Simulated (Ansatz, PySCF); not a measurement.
CH9ClN2Si2 (SMILES CN([SiH2]N)[SiH2]Cl), singlet, geometry from GFN2-xTB, atoms displaced at random by about 0.03 Å a coordinate. Base run: PySCF with PBE0/STO-3G, gradient.

PySCF was given this input:
```python
from pyscf import gto, scf, dft

mol = gto.Mole()
mol.atom = '''
    Si    1.570539    0.281137    0.015487
    Cl    1.642488   -1.359942   -1.138703
    N    -0.111527    0.494577    0.512810
    C    -0.266301    1.561992    1.465511
    Si   -1.465929   -0.370497   -0.184510
    N    -2.858329    0.450028    0.494958
    H     2.096042    1.491328   -0.821245
    H     2.373438    0.060791    1.234601
    H    -0.335939    2.555160    1.008026
    H    -1.293008    1.428760    1.944185
    H     0.531707    1.565509    2.257271
    H    -1.513359   -1.700633    0.394141
    H    -1.313372   -0.263682   -1.649714
    H    -3.777188   -0.065999    0.326532
    H    -3.122578    1.411577    0.282108
'''
mol.basis = 'sto-3g'
mol.charge = 0
mol.spin = 0
mol.verbose = 4
mol.build()

mf = dft.RKS(mol)
mf.xc = 'pbe0'
mf.kernel()
g = mf.nuc_grad_method()
grad = g.kernel()
```

Programs used: Ansatz (a first-principles code), PySCF; a row that names a program was run with it.

The coordinate followed is y of atom 14.

The base run was repeated with changes; each row names its change, and settings that it needs were set with it.

| change | dE/dx (Eh/bohr) | net force (Eh/bohr) |
|---|---|---|
| base | -0.003976 | 0.000069 |
| density fitting = on; auxbasis_response = off | -0.003956 | 0.002650 |
| finite difference step (bohr) = 1e-3; conv_tol = 1e-11 | -0.003976 | - |
| conv_tol = 1e-6 | -0.003976 | 0.000069 |
| grids.level = 0; grid_response = off | -0.004310 | 0.015599 |
| grids.level = 1; grid_response = on | -0.003967 | 0.000000 |
| grids.level = 5; grid_response = off | -0.003976 | 0.000006 |
| code = ansatz | -0.003977 | 0.000000 |
| grid_response = on | -0.003976 | 0.000000 |
| grids.level = 1; grid_response = off | -0.003976 | 0.000249 |
| grids.level = 0; grid_response = on | -0.003947 | 0.000000 |
| finite difference step (bohr) = 0.05; conv_tol = 1e-11 | -0.003968 | - |

The net force is zero for an exact gradient.
